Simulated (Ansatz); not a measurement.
Molecule: sum formula H3Si2OCl2, net charge 0, doublet state. It need not be the lowest isomer of its formula. 
Coordinates optimised at B3LYP-D3(BJ)/def2-TZVP (Ansatz, a program for electronic structure):
```
O
Si 1 1.6140
Si 1 1.6559 2 146.96
H 2 1.4622 1 109.82 3 -177.97
H 3 1.4852 1 106.75 2 169.22
H 3 1.4875 5 111.07 1 118.86
Cl 2 2.0493 4 109.37 1 -120.62
Cl 2 2.0494 4 109.28 1 120.58
```
Charge 0, spin multiplicity 2.

Basis-set convergence of Hartree-Fock and CCSD correlation energies (hartree) with Ansatz. Correlated levels leave the core frozen unless marked. UHF or UKS for open shells. Spin-orbit coupling is left out. No relativistic terms.

```json
[
 {"basis": "cc-pV(D+d)Z", "functions": "121", "E(HF)": "-1573.65639", "E(corr, CCSD)": "-0.67926"},
 {"basis": "cc-pV(T+d)Z", "functions": "228", "E(HF)": "-1573.75406", "E(corr, CCSD)": "-0.87828"},
 {"basis": "cc-pV(Q+d)Z", "functions": "401", "E(HF)": "-1573.77567", "E(corr, CCSD)": "-0.94741"}
]
```

Extrapolating the two largest sets (X = 3 and 4) as X^-3: E(corr) = (64·(-0.94741) - 27·(-0.87828))/37 = -0.9979 Eh, an estimate of the basis-set limit. The largest set recovers 94.9 % of it, the smallest 68.1 %.
